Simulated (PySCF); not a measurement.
Sn(H)3(Me) (CH6Sn), SMILES [CH3][SnH3]. Atoms are numbered in the order given.

```xyz
8

Sn     0.0000     0.0000    -0.3001
C      0.0000     0.0000     1.8393
H     -1.3902    -0.8026    -0.8874
H      1.3902    -0.8026    -0.8874
H      0.0000     1.6052    -0.8874
H     -0.8872     0.5122     2.2113
H      0.8872     0.5122     2.2113
H      0.0000    -1.0245     2.2113
```

Geometry: PBE0-D3(BJ)/def2-TZVP. The def2 effective core potentials stand for the cores of Sn; spin–orbit coupling is left out.

Method: PySCF 2.14.0 with PBE0-D3(BJ)/def2-TZVP.

Frequencies are harmonic and unscaled.

Modes within 1.5 cm⁻¹ of each other (mostly degenerate sets) share a row, with their intensities summed.

Problem. Give all harmonic wavenumbers and intensities. (An estimate is asked for; the answer gives what the named calculation found.)

Solution. 
```tsv
mode	ν (cm⁻¹)	IR (km/mol)	Raman (Å⁴/amu)	depolarisation	moving atoms (share of kinetic energy)
1	112	0.0	0.0	–	H 100 %
2–3	408	51.0	12.7	0.75	H 97 %
4	536	29.4	23.8	0.19	C 70 %, H 18 %, Sn 12 %
5	698	183.6	11.5	0.61	H 97 %
6–7	727	149.0	50.9	0.75	H 98 %
8–9	796	53.7	10.2	0.75	H 83 %, C 16 %
10	1229	0.8	22.9	0.18	H 83 %, C 17 %
11–12	1456	4.4	7.9	0.75	H 95 %
13–15	1938	477.3	559.6	0.75	H 99 %
16	3070	8.6	143.6	0.00	H 98 %
17–18	3166	8.8	147.3	0.75	H 91 %, C 9 %
```
